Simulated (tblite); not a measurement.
A geometry optimisation, step by step.

C₄H₉GeNSi.
SMILES with atom numbers: `[CH:1]#[C:2][C@@H:3]1[NH:4][CH2:5][GeH2:6][SiH2:7]1` (hydrogens: H8 on C1; H9 on C3; H10 on N4; H11, H12 on C5; H13, H14 on Ge6; H15, H16 on Si7)

Computed with GFN2-xTB (tblite), gas phase: L-BFGS steps from a force-field or distance-geometry start until the largest atomic force falls under 0.01 eV/Å. 6 of its 44 geometries are shown.

Step 0: E = -533.7463 eV, largest atomic force 2.212 eV/Å
```
atom  x, y, z in Å  |  force x, y, z in eV/Å
C1      3.332    0.332    0.562   -2.026  -0.021  -0.745
C2      2.195    0.306    0.119    2.077   0.245   0.719
C3      0.841    0.260   -0.397    0.652   1.276  -0.047
N4     -0.011    1.275    0.268   -0.486  -0.513   0.909
C5     -1.415    1.149   -0.146    0.023   1.143  -0.222
Ge6    -2.025   -0.691    0.028   -0.876  -1.079   0.069
Si7     0.103   -1.439   -0.171    0.071  -1.840   0.260
H8      4.316    0.368    0.949   -0.354  -0.041  -0.143
H9      0.874    0.483   -1.487   -0.058   0.179   0.471
H10     0.018    1.102    1.315    0.162   0.289  -1.424
H11    -1.510    1.460   -1.217    0.160   0.017   0.733
H12    -2.059    1.811    0.466    0.581   0.085  -0.390
H13    -2.934   -1.116   -1.140   -0.111   0.178   0.583
H14    -2.580   -0.964    1.445   -0.229   0.146  -0.579
H15     0.550   -2.043    1.095    0.178   0.016  -0.185
H16     0.295   -2.284   -1.343    0.236  -0.079  -0.008
```

Step 9: E = -534.1522 eV, largest atomic force 0.373 eV/Å
```
atom  x, y, z in Å  |  force x, y, z in eV/Å
C1      3.296    0.345    0.566   -0.222   0.020  -0.080
C2      2.180    0.373    0.126    0.333  -0.156   0.065
C3      0.839    0.271   -0.384   -0.051   0.116   0.102
N4     -0.028    1.244    0.269    0.023  -0.013  -0.201
C5     -1.412    1.162   -0.142    0.204  -0.046   0.067
Ge6    -2.030   -0.760    0.013   -0.144  -0.005   0.007
Si7     0.150   -1.554   -0.169   -0.122   0.232  -0.007
H8      4.279    0.357    0.929    0.032   0.044   0.033
H9      0.856    0.543   -1.446   -0.040  -0.091  -0.100
H10     0.059    1.160    1.273   -0.002  -0.002   0.175
H11    -1.472    1.491   -1.182    0.013  -0.034  -0.107
H12    -1.968    1.886    0.446   -0.163  -0.010   0.092
H13    -3.072   -1.106   -1.027   -0.028   0.038   0.080
H14    -2.727   -0.951    1.344   -0.052   0.018  -0.076
H15     0.647   -2.099    1.095    0.091  -0.057  -0.098
H16     0.396   -2.352   -1.366    0.127  -0.052   0.048
```

Step 17: E = -534.1767 eV, largest atomic force 0.051 eV/Å
```
atom  x, y, z in Å  |  force x, y, z in eV/Å
C1      3.299    0.351    0.570   -0.034  -0.001  -0.021
C2      2.191    0.348    0.114    0.023   0.000   0.020
C3      0.840    0.274   -0.382    0.001  -0.009   0.001
N4     -0.019    1.254    0.271    0.002  -0.048  -0.017
C5     -1.401    1.164   -0.137    0.020  -0.006   0.004
Ge6    -2.050   -0.753    0.013   -0.035  -0.016   0.012
Si7     0.135   -1.540   -0.173   -0.011   0.023   0.004
H8      4.281    0.369    0.938   -0.015   0.019   0.004
H9      0.845    0.526   -1.451   -0.001  -0.011  -0.011
H10     0.067    1.172    1.280    0.018   0.005   0.019
H11    -1.460    1.482   -1.183   -0.011   0.005  -0.019
H12    -1.981    1.874    0.451   -0.016   0.006   0.007
H13    -3.112   -1.092   -1.004    0.010   0.039  -0.022
H14    -2.771   -0.944    1.326    0.003   0.016   0.023
H15     0.682   -2.116    1.053    0.021  -0.020   0.029
H16     0.447   -2.360   -1.339    0.027  -0.003  -0.033
```

Step 26: E = -534.1786 eV, largest atomic force 0.028 eV/Å
```
atom  x, y, z in Å  |  force x, y, z in eV/Å
C1      3.295    0.355    0.567   -0.005   0.009   0.007
C2      2.186    0.341    0.114    0.010   0.009  -0.009
C3      0.836    0.266   -0.383    0.017  -0.019   0.000
N4     -0.018    1.249    0.269    0.014  -0.023  -0.006
C5     -1.401    1.158   -0.135    0.011   0.007   0.005
Ge6    -2.054   -0.756    0.018   -0.008   0.003   0.001
Si7     0.133   -1.548   -0.171    0.000   0.020  -0.003
H8      4.274    0.386    0.942   -0.007   0.006  -0.002
H9      0.842    0.513   -1.454   -0.006  -0.003   0.014
H10     0.076    1.173    1.278   -0.005   0.005  -0.011
H11    -1.463    1.476   -1.181   -0.006  -0.003   0.003
H12    -1.980    1.870    0.453   -0.008   0.002   0.003
H13    -3.112   -1.064   -1.013    0.006   0.007   0.011
H14    -2.776   -0.933    1.334    0.001  -0.004  -0.012
H15     0.690   -2.125    1.053   -0.007  -0.010   0.004
H16     0.463   -2.353   -1.344   -0.006  -0.005  -0.004
```

Step 34: E = -534.1790 eV, largest atomic force 0.016 eV/Å
```
atom  x, y, z in Å  |  force x, y, z in eV/Å
C1      3.294    0.363    0.573   -0.001   0.003  -0.010
C2      2.190    0.342    0.108   -0.006  -0.005   0.011
C3      0.838    0.261   -0.384    0.004   0.000   0.000
N4     -0.014    1.246    0.267    0.009   0.003  -0.006
C5     -1.399    1.157   -0.133    0.008   0.004   0.005
Ge6    -2.053   -0.755    0.019   -0.006  -0.009  -0.003
Si7     0.132   -1.552   -0.171    0.007   0.014  -0.003
H8      4.274    0.399    0.945   -0.010   0.009   0.001
H9      0.839    0.505   -1.456    0.002  -0.001   0.005
H10     0.080    1.174    1.276    0.004  -0.001  -0.010
H11    -1.466    1.474   -1.179    0.010   0.003   0.006
H12    -1.976    1.869    0.456    0.001   0.003   0.003
H13    -3.112   -1.052   -1.012   -0.007  -0.006  -0.009
H14    -2.779   -0.934    1.331   -0.002  -0.004   0.008
H15     0.683   -2.135    1.053   -0.004  -0.006  -0.001
H16     0.460   -2.354   -1.347   -0.007  -0.007   0.002
```

Step 43: E = -534.1794 eV, largest atomic force 0.009 eV/Å
```
atom  x, y, z in Å  |  force x, y, z in eV/Å
C1      3.295    0.376    0.572   -0.005   0.001   0.004
C2      2.191    0.340    0.108    0.005  -0.007  -0.001
C3      0.840    0.255   -0.386    0.000   0.000   0.004
N4     -0.009    1.243    0.264    0.002   0.000  -0.001
C5     -1.395    1.157   -0.130    0.004   0.003   0.001
Ge6    -2.055   -0.754    0.019    0.003   0.000  -0.003
Si7     0.128   -1.555   -0.171   -0.001  -0.002  -0.003
H8      4.271    0.422    0.952    0.001   0.004  -0.003
H9      0.843    0.497   -1.458    0.001  -0.002   0.004
H10     0.091    1.176    1.272   -0.002  -0.002   0.002
H11    -1.464    1.476   -1.175   -0.006   0.003   0.000
H12    -1.969    1.869    0.463   -0.001   0.003  -0.001
H13    -3.114   -1.046   -1.015   -0.001  -0.004  -0.003
H14    -2.782   -0.940    1.330   -0.003   0.003   0.005
H15     0.673   -2.147    1.051    0.003   0.005   0.000
H16     0.449   -2.360   -1.347   -0.001  -0.005  -0.005
```

Task: Summarise the path.

Result: The energy falls by 9.99 kcal/mol from step 0 to step 43; nine tenths of that is first reached at step 8. It falls at every step. The largest force goes from 2.212 to 0.009 eV/Å. Among the bonds C3–Si7 changes most, from 1.865 to 1.956 Å; the atoms move by 0.119 Å rms after alignment.

What follows is the cost of the whole relaxation. Time: 0.26 s wall. Hardware: one thread of an Arm Neoverse V2, on a shared host.
